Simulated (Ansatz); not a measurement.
System: C2H10Si2 (charge 0, singlet). 
Coordinates optimised at B3LYP-D3(BJ)/def2-TZVP (Ansatz, a program for electronic structure):
```xyz
14

C     -1.3398     1.3758    -0.7059
Si    -0.5656    -0.0053     0.3121
C     -1.1060    -1.6886    -0.3340
Si     1.7746     0.1666     0.2569
H     -2.4300     1.3125    -0.6780
H     -1.0258     1.3122    -1.7499
H     -1.0498     2.3574    -0.3272
H     -1.0044     0.1331     1.7279
H     -0.7861    -1.8289    -1.3687
H     -0.6795    -2.4973     0.2620
H     -2.1937    -1.7842    -0.3022
H      2.2326     1.4797     0.7792
H      2.2712     0.0351    -1.1384
H      2.4142    -0.9010     1.0681
```
Charge 0, spin multiplicity 1.

Property: vertical ionisation energy (to the doublet state of charge +1; each state is the SCF solution reached for its spin), in eV. Cores are frozen in the correlated levels unless marked. UHF or UKS for open shells. No spin-orbit coupling. No relativistic terms. Basis-set limits of correlation are two-point, X^-3; Hartree-Fock from the larger set. [CCSD(T)-MP2]/basis is that difference in the basis named.

RI-MP2/CBS(aug-cc-pV(T+d)Z,aug-cc-pV(Q+d)Z)+[CCSD(T)-MP2]/aug-cc-pV(T+d)Z (Ansatz) gives 9.96 eV.

Task: Another calculation gave 9.64 eV. Which level was it?
A. PBE/def2-TZVPD (Ansatz)
B. PBE0/def2-TZVPD (Ansatz)
C. wB97X-V/def2-TZVPD (Ansatz)

Result: B, PBE0/def2-TZVPD (Ansatz). The others give 9.44 (PBE), 9.81 (wB97X-V) eV.
